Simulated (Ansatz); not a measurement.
Results of the Gaussian-basis code of Ansatz.

Basis-set series for AlClFHS, SMILES `[F][Al]([SH])[Cl]`. The species carries charge 0 and has multiplicity 1. The structure was optimised at the PBE0-D4/def2-TZVP level. It is one conformer, not always the lowest.

```
functional       basis  functions  energy (Eh)  HOMO (eV)  LUMO (eV)
   PBE0-D4    def2-SVP         73  -1200.53619      -8.19      -0.86
   PBE0-D4  def2-QZVPP        297  -1201.08842      -8.34      -1.19
   ωB97M-V    def2-SVP         73  -1200.95420     -10.32       0.85
   ωB97M-V  def2-QZVPP        297  -1201.50308     -10.53       0.31
```

(1) Give the rows for def2-TZVPP. (Estimate.)

Results:

(1) The calculation gave: 
```tsv
functional	basis	functions	energy (Eh)	HOMO (eV)	LUMO (eV)
PBE0-D4	def2-TZVPP	171	-1201.04915	-8.31	-1.04
ωB97M-V	def2-TZVPP	171	-1201.46583	-10.49	0.65
```

Positive LUMOs are unbound and depend on the basis.
